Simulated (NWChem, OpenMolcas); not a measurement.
# How basis sets differ on CH5FOSi (SMILES CO[SiH2]F)

The species is CH5FOSi (9 atoms), meant as a singlet with charge 0. As SMILES, `CO[SiH2]F`. Geometry: relaxed at PBE0-D4/def2-TZVP. This is one conformer, not always the lowest.

```xyz
9

C    -0.2802    1.1507   -0.6884
O    -0.7436   -0.0642   -0.1380
Si    0.1689   -1.1277    0.6799
F     1.2020   -1.8652   -0.2901
H     0.1896    0.9790   -1.6608
H    -1.1359    1.8136   -0.8230
H     0.4434    1.6435   -0.0290
H    -0.7482   -2.1417    1.2319
H     0.9924   -0.4342    1.7003
```

Each level gives the HOMO–LUMO gap (eV). The values are calculated.

```tsv
level	kind	program	value (eV)	CPU time
HF/ANO-L-MB	Hartree–Fock	OpenMolcas	19.33	2 s
HF/ANO-R0 (sfX2C)	Hartree–Fock	OpenMolcas	15.49	3.7 s
HF/ANO-RCC-MB (DKH2)	Hartree–Fock	OpenMolcas	20.03	5.6 s
HF/STO-3G	Hartree–Fock	OpenMolcas	21.92	2.6 s
HF/3-21G	Hartree–Fock	NWChem	17.73	2.6 s
HF/def2-SVP	Hartree–Fock	NWChem	17.36	9.2 s
```

The values span 15.49 to 21.92 eV. A Hartree–Fock LUMO above zero doesn't converge with the basis: it sinks as sets grow more diffuse. Orbital gaps aren't excitation energies. CPU times are rough (shared hosts, several kinds of processor and program).
